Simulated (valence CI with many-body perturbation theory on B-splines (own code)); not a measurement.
# Run record, Rh³⁸⁺

Computed by valence CI with perturbative core correlation (CI+MBPT): five valence electrons over a frozen Dirac-Fock core [He], a basis of 6 s, 6 p, 5 d, 3 f, 1 g functions for each j, with the one-electron correlation potential Σ1 (screened to all orders), the two-electron term Σ2, the three-electron term Σ3, Breit, model QED; selected single and double excitations, second order for the rest, scaled by the run's own slope (own B-spline code, finite nucleus).

Command, and the settings that its task file holds:

```sh
python run_cv.py task.json out
```

```
atom Rh  Z=45  mass_number=103  rms_radius_fm=4.4945
core [He]
valence 2s2 2p3
avg = 1
basis = S
breit = 1
cap = 20000
capref = 1200
cscale = 1
de = 0.0
dress = 0
eps = 2e-08
extrap = 1
h = 0.27
hh = 1
l2 = 3
lcore = 6
maxit = 60
n2 = 5
natural = 1
nlev = 30
nno = [3, 3, 3, 2, 1]
nroot = 26
nsp = [3, 3, 2, 1, 0]
pt2 = 1
qed = 1
rpa = 1
s1 = 1
s2 = 1
s3 = 1
screen = 1
tol = 2e-05
whole = 1
```

It took 37 s on 1 thread of Arm Neoverse V1, with other jobs on the host.

Log. The first blocks belong to the next ion, which gives the ionisation energy. Fields: 2J, parity (1 odd), roots, reference size, generating configurations, candidates as configurations/state functions, variational space P, stored matrix elements, Davidson steps; e2 is the range of second-order energies in hartree. The first line gives the box (bohr), its intervals, the orbitals and the steps of their self-consistent field. Window is the range of levels sought, series limit the energy at which the first omitted orbital would enter, core excitation an estimate of the first excitation out of the core, left out the lowest levels not solved, and shifts from estimates the range by which levels moved from their first estimate, all in cm⁻¹.

```
rmax 1.5 intervals 55 orbitals 36 references ['2s2 2p3', '2s 2p4', '2p5'] scf 3 t 0.4
2J=0 par=0 roots 2 ref 28 generators 4 cand 1035/1441 P 1061/1469 nnz 0 it 4
2J=0 par=0 roots 2 ref 28 generators 4 cand 19/23 P 1080/1492 nnz 0 it 3
   second order: generators 9 cand 2172/3590 e2 -0.00003 -0.00002
reference levels 502, estimated 405, window 26873895 1/cm; series limit 34007499, core excitation 164389123
2J=3 par=1 roots 13 ref 87 generators 19 cand 409/1434 P 1311/5075 nnz 2.4e+06 it 7
2J=3 par=1 roots 13 ref 87 generators 23 cand 2441/14924 P 3752/19999 nnz 2.5e+07 it 10
   second order: generators 42 cand 15225/144095 e2 -0.00308 -0.00036
2J=5 par=1 roots 8 ref 72 generators 16 cand 416/1455 P 1264/5126 nnz 2.8e+06 it 5
2J=5 par=1 roots 8 ref 72 generators 19 cand 2177/14870 P 3441/19996 nnz 2.7e+07 it 7
   second order: generators 33 cand 11729/135317 e2 -0.00229 -0.00095
2J=1 par=1 roots 10 ref 58 generators 20 cand 504/1441 P 1771/5046 nnz 2e+06 it 5
2J=1 par=1 roots 10 ref 58 generators 20 cand 3209/14950 P 4980/19996 nnz 2.2e+07 it 8
   second order: generators 34 cand 10114/58751 e2 -0.00464 -0.00005
2J=5 par=0 roots 12 ref 60 generators 20 cand 335/1281 P 1301/4978 nnz 2.5e+06 it 7
2J=5 par=0 roots 12 ref 60 generators 20 cand 2089/14821 P 3390/19799 nnz 2.6e+07 it 9
   second order: generators 39 cand 15076/187906 e2 -0.01651 -0.00153
2J=1 par=0 roots 12 ref 53 generators 21 cand 494/1404 P 1728/4956 nnz 2.1e+06 it 5
2J=1 par=0 roots 12 ref 53 generators 23 cand 3274/15019 P 5002/19975 nnz 2.1e+07 it 8
   second order: generators 43 cand 14067/83528 e2 -0.00204 -0.00012
2J=3 par=0 roots 15 ref 72 generators 20 cand 401/1469 P 1295/5143 nnz 2.7e+06 it 8
2J=3 par=0 roots 15 ref 72 generators 21 cand 2244/14848 P 3539/19991 nnz 2.5e+07 it 9
   second order: generators 42 cand 16149/163110 e2 -0.01139 -0.00099
2J=7 par=1 roots 3 ref 44 generators 11 cand 462/1343 P 1195/4198 nnz 1.8e+06 it 5
2J=7 par=1 roots 3 ref 44 generators 11 cand 2355/17879 P 3550/22077 nnz 3.4e+07 it 7
   second order: generators 16 cand 6935/86118 e2 -0.00637 -0.00106
2J=7 par=0 roots 5 ref 27 generators 11 cand 355/1453 P 1119/3966 nnz 1.5e+06 it 5
2J=7 par=0 roots 5 ref 27 generators 12 cand 2035/16003 P 3154/19969 nnz 3e+07 it 6
   second order: generators 22 cand 10347/143419 e2 -0.00725 -0.00205
2J=9 par=0 roots 2 ref 8 generators 5 cand 364/1569 P 1312/4452 nnz 1.8e+06 it 4
2J=9 par=0 roots 2 ref 8 generators 5 cand 2899/21348 P 4211/25800 nnz 4.8e+07 it 5
   second order: generators 10 cand 4275/58401 e2 -0.00010 -0.00004
2J=9 par=1 roots 1 ref 17 generators 3 cand 337/2175 P 1017/4668 nnz 2.5e+06 it 4
2J=9 par=1 roots 1 ref 17 generators 3 cand 2321/20470 P 3338/25138 nnz 5.4e+07 it 5
   second order: generators 6 cand 3296/33136 e2 -0.00003 -0.00003
left out: unestimated 34882522, estimated 28414680, shifts from estimates -112 to 239
operators 0.1
```

The Davidson iterations converged.

The last digits are not significant, and no measured levels were compared; by estimate large intervals hold to a few tenths of a per cent, small ones and those within an open d or f shell to about a per cent. Among the levels kept, up to 2200 cm⁻¹ of a level comes from second order outside the variational space, and about a tenth of that is noise between levels of different J, which matters for small intervals.

- Valence energy: -1131.199 hartree
- Ionisation energy: 5597.8 eV (NIST: 5600 ± 40 eV (semi-empirical))
- Reference configurations for the orbitals: 2s2 2p3, 2s 2p4, 2p5
- Radial orbitals: 36
- Box radius: 1.497 bohr
- Largest variational space: 25800
- Lowest levels: (2s^2 2p1/2^2 2p3/2) J=3/2 0.00, (2s^2 2p1/2 2p3/2^2) J=3/2 137.05, (2s^2 2p1/2 2p3/2^2) J=5/2 154.12, (2s^2 2p1/2 2p3/2^2) J=1/2 177.52, (2s 2p1/2^2 2p3/2^2) J=5/2 306.90, (2s^2 2p3/2^3) J=3/2 315.31, (2s 2p1/2^2 2p3/2^2) J=1/2 359.05, (2s 2p1/2^2 2p3/2^2) J=3/2 360.26, (2s 2p1/2 2p3/2^3) J=3/2 [a] 463.41, (2s 2p1/2 2p3/2^3) J=5/2 489.40, (2s 2p1/2 2p3/2^3) J=1/2 515.82, (2s 2p1/2 2p3/2^3) J=3/2 [b] 527.78, (2s 2p3/2^4) J=1/2 671.01, (2p1/2^2 2p3/2^3) J=3/2 716.20 eV

Levels are named by their leading jj configuration (3d3/2^4 stands for four electrons in 3d with j = 3/2), which in mixed levels can hold well under half, so a name can repeat and another be missing. Letters in brackets count levels of one name in rising energy.
